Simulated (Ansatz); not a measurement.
C3H10Si2 (`C=C(C)[SiH2][SiH3]`), 15 atoms. Total charge 0; spin multiplicity 1. All runs use 4 threads of a server CPU on a shared host. Correlated methods freeze the cores.

Q: How many basis functions does each run have, and how long does it take in Ansatz? RKS PBE0-D4/def2-TZVP frequencies; RKS PBE-QIDH (frozen core)/def2-TZVPP energy; RKS ωB97M-V/def2-TZVPP energy and forces; RKS PBE0-D4/def2-TZVP relaxation (18 steps); RKS PBE0-D4/def2-QZVPP energy; RHF-CCSD(T)/def2-TZVPP energy; RHF-MP2/def2-QZVPP energy; RKS PBE0-D4/def2-SVP energy; RHF-CCSD(T)/def2-SVP energy; RKS ωB97M-V/def2-QZVPP energy; RKS ωB97M-V/def2-SVP energy; direct RPA on PBE orbitals/def2-TZVPP energy. (An estimate is asked.)

A: The calculation gave: Other jobs shared the machine, so times are rough.

```
                                level                    job  functions  wall time  peak host memory (GiB)
                 RKS PBE0-D4/def2-SVP                 energy        128     0.95 s                    0.32
                 RKS ωB97M-V/def2-SVP                 energy        128      2.8 s                    0.45
                 RHF-CCSD(T)/def2-SVP                 energy        128      3.8 s                    0.78
RKS PBE-QIDH (frozen core)/def2-TZVPP                 energy        317      5.5 s                       1
direct RPA on PBE orbitals/def2-TZVPP                 energy        317      5.5 s                    0.97
               RKS PBE0-D4/def2-QZVPP                 energy        611      9.5 s                     2.6
               RKS ωB97M-V/def2-TZVPP      energy and forces        317      9.5 s                     1.5
               RKS ωB97M-V/def2-QZVPP                 energy        611       17 s                     3.2
                   RHF-MP2/def2-QZVPP                 energy        611       27 s                     5.2
                RKS PBE0-D4/def2-TZVP  relaxation (18 steps)        227       49 s                    0.74
                RKS PBE0-D4/def2-TZVP            frequencies        227    3.1 min                    0.77
               RHF-CCSD(T)/def2-TZVPP                 energy        317    3.6 min                     4.5
```
